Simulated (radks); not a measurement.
Problem. Ni4+, 24 electrons, occupied as [Ne] 3s1 3p6 3d6 4d1 (not the ground configuration). Calculated with a radial shooting solver on a logarithmic mesh with Libxc functionals: Dirac Kohn-Sham, LDA (Slater exchange, Perdew-Wang correlation), spin-unpolarised, spherical densities, finite nucleus; open shells fill j = l - 1/2 first; Fermi nuclear charge, rms radius 3.7757 fm.

Spin-orbit splittings of the eigenvalues, e(l+1/2) - e(l-1/2), with zeta = 2 splitting/(2l+1) and mean radii in bohr:

| shell | occ. | splitting (eV) | zeta (eV) | <r> j=l-1/2 | <r> j=l+1/2 |
|---|---|---|---|---|---|
| 2p | 6 | ? | ? | 0.2132 | 0.2164 |
| 3p | 6 | 2.413 | 1.609 | 0.7394 | 0.7479 |
| 3d | 6 | 0.3264 | 0.1306 | 0.7968 | 0.7997 |
| 4d | 1 | 0.04276 | 0.01710 | 2.623 | 2.628 |

Estimate the 2p splitting.

Solution. 17.47 eV (zeta = 11.64 eV).
